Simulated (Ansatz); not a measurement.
Zr3O5, relaxed as a singlet with RKS PBE0-D4/def2-SVP in Ansatz, starting from the GFN1-xTB geometry. Force threshold 0.02 eV/Å.

In the def2 sets Zr takes a core potential; there is no spin–orbit coupling. The structure holds one bond between oxygen atoms, so isomers without such links may lie far lower. The restricted singlet is unstable towards broken spin symmetry in Hartree–Fock (as tested in another run); at PBE0-D4/def2-SVP this wasn't settled. Another isomer (singlet) lies 5.89 eV lower at PBE0-D4/def2-TZVP; other spin states weren't run for this one.

Start:

Cartesian coordinates in Å:
```
Zr 1.074 0.827 -0.080
Zr -1.948 -0.481 -0.405
Zr 0.408 -2.041 0.591
O -3.547 0.210 -0.192
O -1.145 -2.304 -0.387
O 1.918 2.457 -0.399
O 1.803 -1.007 -0.070
O 1.438 2.339 0.941
```

(1) Estimate the energy that the relaxation releases and the steps that it takes.

(2) Does the start keep its bonding and symmetry?

(3) Predict the relaxed structure.

Results:

(1) 118.1 kJ/mol, in 19 steps; 2.8 min on 4 threads of Intel Xeon on a shared host. No frequencies were taken in this run, so the end may be a saddle point.

(2) By distances, no bond broke or formed. The bond that changes most is Zr1–Zr2, from 3.31 to 3.20 Å (atoms count from 1).

(3) 
```csv
atom,x (Å),y (Å),z (Å)
Zr1,1.006,0.760,-0.406
Zr2,-1.898,-0.447,-0.996
Zr3,0.340,-1.995,0.827
O4,-2.878,0.337,0.204
O5,-1.160,-2.195,-0.273
O6,1.788,2.556,-0.221
O7,1.722,-1.114,-0.103
O8,1.080,2.097,0.969
```
Bond lengths (bridged metal pairs left out): 7 × O–Zr 1.74 to 2.03 Å; 1 × Zr–Zr 3.20 Å; 1 × O–O 1.46 Å.
